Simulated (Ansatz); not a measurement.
Born–Oppenheimer molecular dynamics of CH3BO3 (8 atoms, charge 0, multiplicity 1). It starts at the highest image of a converged band, a first-order saddle point between two minima.

Computed with RKS B3LYP-D4/STO-3G (Ansatz 0.2.0).

```
ensemble                      : NVE (velocity Verlet)
time step                     : 0.5 fs
steps asked                   : 200
starting velocities drawn for : 100 K
seed                          : 5578
```

First frame:

```xyz
8
Properties=species:S:1:pos:R:3
B 0.877 1.282 0.291
O -0.295 0.653 0.635
C -0.602 -0.577 0.019
O -0.199 -1.066 -1.168
O -1.448 -1.492 0.512
H 1.046 2.323 0.806
H 1.644 0.798 -0.454
H -1.022 -1.921 -0.641
```

Question: How far do the bonds stretch over the last three quarters of this one trajectory? (Pairs bonded in most of those frames.)

Answer: 
| bond | mean (Å) | spread (Å) | shortest | longest |
| --- | --- | --- | --- | --- |
| B1–O2 | 1.369 | 0.029 | 1.31 | 1.42 |
| B1–H6 | 1.178 | 0.010 | 1.16 | 1.20 |
| B1–H7 | 1.175 | 0.009 | 1.16 | 1.19 |
| O2–C3 | 1.464 | 0.080 | 1.30 | 1.58 |
| C3–O4 | 1.442 | 0.065 | 1.32 | 1.56 |
| C3–O5 | 1.264 | 0.055 | 1.16 | 1.37 |
| O4–H8 | 1.035 | 0.029 | 0.99 | 1.08 |

Mean temperature of the second half: 1033 K. The conserved energy stayed within 0.42 meV per atom of its start (net change -0.086 meV per atom), so the integration is sound. The kinetic energy rose, since the run started high on the potential surface and went downhill. A run of 0.1 ps of so small a system gives no equilibrium averages. The orbitals stay closed-shell, which can raise the energy where a bond breaks towards radicals; this wasn't checked here. Limits of this set-up: minimal basis.

Time of the run: 9.3 min on 1 thread of Intel(R) Xeon(R) Processor @ 2.50GHz (Skylake/Cascade Lake), on a shared host, peak memory 0.098 GiB.
